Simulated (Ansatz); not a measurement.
`O[Si](O)(F)[SiH3]`, charge 0, multiplicity 1.

Q: Give a relaxed structure at PBE0-D4/def2-TZVP (Ansatz). (Best estimate.)

A: Ansatz gave: 
Cartesian coordinates in Å:
```
O 1.607 0.904 -0.607
Si 0.627 -0.313 -0.120
O 1.189 -0.861 1.303
F 0.709 -1.452 -1.244
Si -1.613 0.276 0.156
H 1.635 1.116 -1.541
H 2.138 -0.902 1.434
H -2.146 0.780 -1.138
H -2.414 -0.900 0.583
H -1.731 1.352 1.174
```
This is one stationary point; other conformers may exist.
